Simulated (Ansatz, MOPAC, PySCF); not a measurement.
Dimer: PH3 (SMILES P) (first 4 atoms) with H2 (SMILES [H][H]); geometry from B3LYP-D3(BJ)/def2-TZVP.
(charge 0, multiplicity 1):
| atom | x (Å) | y (Å) | z (Å) |
|---|---|---|---|
| P | -0.1717 | 0.1568 | -0.1407 |
| H | -1.4919 | -0.1172 | 0.2992 |
| H | -0.4900 | -0.0507 | -1.5078 |
| H | 0.2610 | -1.1800 | 0.0525 |
| H | 0.0829 | -0.2680 | 3.5127 |
| H | 0.3082 | 0.2220 | 2.9995 |

Monomers are frozen at their geometry in the pair; levels with a basis set take the counterpoise correction. Rows marked so take none.

Correlated levels freeze the cores. CBS(a, b) extrapolates the correlation energy as X⁻³ and adds the Hartree–Fock energy of set b. Rows in 3-21G, 6-311+G**, 6-31G*, STO-3G carry no dispersion term and start afresh at each structure (6-31G* with six Cartesian d functions). The state that AM1, PM3, PM7 reach isn't checked; PM7 holds dispersion and hydrogen-bond terms.

Run with Ansatz (Gaussian basis) for Hartree–Fock, density functionals and correlated methods; MOPAC for AM1, PM3, PM7 (differences of heats of formation); PySCF for 3-21G rows, 6-311+G** rows, 6-31G* rows, STO-3G rows, the dispersion terms. 

Other levels give for the interaction energy: PBE/def2-TZVPPD -12.2; B3LYP/def2-TZVPPD 7.0; B3LYP-D3(BJ)/def2-TZVPPD -16.6; wB97M-V/def2-TZVPPD -13.4; CCSD(T)/CBS(aug-cc-pV(T+d)Z, aug-cc-pV(Q+d)Z) -15.6 meV.

### Question
What do these common cheap choices give for the same quantity: AM1, PM3, PM7, HF/STO-3G (no counterpoise), BP86/6-31G* (no counterpoise), B3LYP/3-21G (no counterpoise), B3LYP/6-31G*, B3LYP/6-311+G** (no counterpoise)?

### Answer
AM1 46.3; PM3 28.8; PM7 9.1; HF/STO-3G (no counterpoise) 4.6; BP86/6-31G* (no counterpoise) 13.3; B3LYP/3-21G (no counterpoise) -12.0; B3LYP/6-31G* 6.8; B3LYP/6-311+G** (no counterpoise) 5.4 meV. They span -12.0 to 46.3 meV.

Ansatz is a first-principles code.
